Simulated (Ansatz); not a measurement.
The Cu⁺ ion.

Total charge 1; spin multiplicity 1.

(1) List the ωB97M-V/def2-TZVPP orbital energies in eV (Ansatz 0.2.0). (Best estimate.)

Results:

(1) Ansatz gave: Occupied: -8812.38, -1070.73, -937.45, -937.45, -937.45, -129.17, -87.42, -87.42, -87.42, -18.63, -18.63, -18.63, -18.63, -18.63. Lowest empty: -8.15, -3.77, -3.77, -3.77, -1.41, 0.53, 0.53, 0.53.
